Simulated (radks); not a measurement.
Task: Ni7+, configuration [Ar] 3d3. All-electron calculation, Dirac Kohn-Sham, exchange-only PBE, spin-unpolarised, spherical densities, finite nucleus; open shells fill j = l - 1/2 first; Fermi nuclear charge, rms radius 3.7757 fm. Program: a radial shooting solver on a logarithmic mesh with Libxc functionals. Some entries of the table are withheld. Estimate them.

orbital,occ.,eigenvalue (hartree),<r^2> (bohr^2),<1/r> (bohr^-1)
1s1/2,2,-307.3319,0.003936,28.09
2s1/2,2,-41.78199,0.07062,6.100
2p1/2,2,-37.17022,0.05575,6.050
2p3/2,4,-36.52804,0.05731,5.925
3s1/2,2,(1),(2),2.036
3p1/2,2,-7.77962,0.5884,1.936
3p3/2,4,-7.68365,0.6004,1.909
3d3/2,3,-5.31775,0.6316,1.706
3d5/2,0,-5.30349,0.6352,1.700

Result: 
(1) 3s1/2 eigenvalue (hartree): -9.22062
(2) 3s1/2 <r^2> (bohr^2): 0.5629
